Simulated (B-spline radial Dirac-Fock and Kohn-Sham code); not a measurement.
# Tl¹³⁺: eigenvalues, ΔSCF and the reference

System: thallium as Tl¹³⁺, [Xe] 4f14.

The density-functional columns are spherical, spin-unpolarised Dirac-Kohn-Sham results without Breit or QED terms: −ε is minus the orbital energy of the initial state and ΔSCF the difference of two total energies. The reference in the last column comes from multi-electron Dirac-Fock with separately optimised hole states, Breit and Lamb-shift corrections added in first order. All numbers are from a radial atomic solver, in eV; a selection of levels is shown. The Kohn-Sham columns are given as differences from the reference. For the 1s level of heavy atoms much of the gap between ΔSCF and the reference is the Breit and QED part, -474.0 eV here; for other levels the error of the functional can be larger.

```
level  LDA −ε − DF  LDA ΔSCF − DF  Dirac-Fock
    K       -175.6         +463.2     85792.4
   L1       -179.3          -54.0     15620.4
   L2       -123.7          +36.6     14966.3
   L3       -144.8          -10.5     12924.1
   M1       -102.9          -60.9      3975.7
   M2        -83.0          -38.2      3684.1
   M3        -82.7          -42.1      3224.8
   M4        -59.6          -11.9      2749.8
   M5        -61.4          -15.2      2653.4
   N1        -60.0          -37.6      1112.8
   N2        -51.1          -28.7       986.6
   N3        -50.8          -29.4       873.9
   N4        -36.9          -15.7       667.3
   N5        -36.8          -16.0       646.3
   N6        -18.8           +1.6       378.6
   N7        -19.1           +1.2       374.1
   O1        -17.5           -4.3       379.6
   O2        -10.0           +2.7       329.8
   O3        -10.1           +1.8       305.1
```

For the outermost level NIST gives 306.9 ± 1.4 eV (semi-empirical); the differences from it are LDA −ε -11.95, LDA ΔSCF -0.04, Dirac-Fock -1.84 eV.

Values without a named source are computed, but for edge energies of neutral atoms, which are taken from tables.
